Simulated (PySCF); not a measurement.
## Computed properties of In(H)2(NHMe) (CH6InN), SMILES C[NH][InH2]

In(H)2(NHMe) (CH6InN), SMILES C[NH][InH2]. The structure is a stationary point at B3LYP-D3(BJ)/def2-SVP. The def2 effective core potentials stand for the cores of In; spin–orbit coupling is left out. The values are those of a single conformer. All values are computed for the isolated molecule unless a solvent is named; none is compared with measurement here.

**Structure.** The optimised structure has Cs symmetry. All 21 harmonic modes at B3LYP-D3(BJ)/def2-SVP (PySCF) are real, so it is a minimum. With heavy atoms numbered as in [InH2:1][NH:4][CH3:5], the shortest bond between them is N4–C5 at 1.447 Å and the longest In1–N4 at 2.039 Å.

**Vibrations.** The strongest infrared lines (harmonic, unscaled, degenerate partners summed) lie at 1801 cm⁻¹ (261 km/mol, H 99 %), 464 cm⁻¹ (153 km/mol, H 93 %), 2957 cm⁻¹ (145 km/mol, H 97 %). The softest mode is at 138 cm⁻¹ and the zero-point energy is 40.6 kcal/mol.

**Electronic structure.** PBE0/def2-TZVPD (PySCF) places the frontier levels at -6.28 and -1.19 eV, a gap of 5.09 eV, and gives a dipole moment of 0.26 D and a mean polarisability of 65.3 bohr³.

**Excitations.** TDA-ωB97X/def2-SVPD (PySCF) has S1 at 5.05 eV (246 nm, f = 0.129, bright); the most intense of the 10 singlets computed lies at 5.05 eV (f = 0.13). T1 (TDA) is at 4.04 eV, 1.01 eV under S1. No vertical singlet excitation falls in the visible range (under 3.1 eV).
